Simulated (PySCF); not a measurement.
Input file for PySCF: U-B3LYP/LANL2DZ on CH4OSe (SMILES CO[SeH]), a point of a bond scan (R = 1.484 Å).

```python
from pyscf import gto, scf, dft, mp
from pyscf.data.elements import chemcore

mol = gto.M(
    atom='''
    Se   -0.41492107   -0.17549096    0.59531816
    H    -1.21020098   -1.12833427   -0.21769765
    O     1.00206838   -0.07274541   -0.52899915
    C     0.82004707    0.78150980   -1.65532573
    H     0.54504510    1.79564433   -1.35453106
    H     1.78085368    0.80236944   -2.17191480
    H     0.05478906    0.38991742   -2.33272635
    ''',
    basis='lanl2dz',
    ecp={'Se': 'lanl2dz'},
    charge=0, spin=0, verbose=3, max_memory=1800)
mf = dft.UKS(mol, xc='b3lyp')
mf.conv_tol = 1e-8
mf.max_cycle = 100
mf.init_guess_breaksym = True
mf.kernel()
if not mf.converged:
    mf = mf.newton().run(mf.mo_coeff, mf.mo_occ)
for _ in range(4):
    mo, _, stable, _ = mf.stability(return_status=True)
    if stable:
        break
    mf.kernel(mf.make_rdm1(mo, mf.mo_occ))
```

Task: Predict the final total energy.

Result: -124.8937 hartree.
